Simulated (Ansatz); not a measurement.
`C=C[SiH2]BN` and `NB[SiH2]N` differ in one atom or group.

Ansatz, PBE0-D4/def2-TZVP geometries, multiplicity 1. Each molecule was computed in one conformer, which needn't be the lowest.

```tsv
property	`C=C[SiH2]BN`
HOMO–LUMO gap (PBE0/def2-TZVPP) / eV	6.59
HOMO–LUMO gap (ωB97M-V/def2-TZVPP) / eV	10.67
LUMO energy (PBE0/def2-TZVPP) / eV	-0.69
HOMO energy (ωB97M-V/def2-TZVPP) / eV	-9.42
LUMO energy (ωB97M-V/def2-TZVPP) / eV	1.25
size of the dipole moment (PBE/def2-TZVPP) / D	2.22
```

(1) What does the change do to each property? (Best estimate.)

Answers

(1) Computed: 
```csv
property,`NB[SiH2]N`,shift
HOMO–LUMO gap (PBE0/def2-TZVPP) / eV,6.05,-0.54
HOMO–LUMO gap (ωB97M-V/def2-TZVPP) / eV,10.11,-0.56
LUMO energy (PBE0/def2-TZVPP) / eV,-0.58,0.11
HOMO energy (ωB97M-V/def2-TZVPP) / eV,-8.86,0.56
LUMO energy (ωB97M-V/def2-TZVPP) / eV,1.25,0.00
size of the dipole moment (PBE/def2-TZVPP) / D,2.28,0.06
```

With PBE0 the HOMO rises by 0.65 eV and the LUMO rises by 0.11 eV, so the gap narrows by about 0.54 eV. PBE moves the HOMO by 0.84 eV and ωB97M-V by 0.56 eV. Dipoles are sizes alone; their direction can turn.
